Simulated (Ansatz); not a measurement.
Ansatz (an electronic-structure program) input:

Ansatz 0.2 input:
```yaml
crystal:
  periodic: [false, false, false]
  atoms:
    - {symbol: C, position_ang: [-1.50466239, -0.66747744, -0.30717410]}
    - {symbol: C, position_ang: [-0.64680589, 0.56799344, 0.01055127]}
    - {symbol: Si, position_ang: [1.19108093, 0.17064672, 0.18349082]}
    - {symbol: H, position_ang: [-1.19750014, -1.13389183, -1.24504458]}
    - {symbol: H, position_ang: [-1.42175962, -1.42127551, 0.47794224]}
    - {symbol: H, position_ang: [-2.56023739, -0.39918833, -0.39981601]}
    - {symbol: H, position_ang: [-0.76487384, 1.32126988, -0.77307075]}
    - {symbol: H, position_ang: [-0.98759890, 1.03585254, 0.93812708]}
    - {symbol: H, position_ang: [1.73709863, -0.39975788, -1.07893456]}
    - {symbol: H, position_ang: [1.42854794, -0.79515892, 1.29166206]}
basis:
  gaussian:
    orbitals: STO-3G
hamiltonian:
  xc: {name: PBE0}
magnetization: {spin_polarized: true, initial_magnetization: 1}
```

Question: Which total energy does the run end on?

Answer: -365.34505 Eh (PBE0/STO-3G). The basis has 26 functions.

It need not be the lowest isomer of its formula.
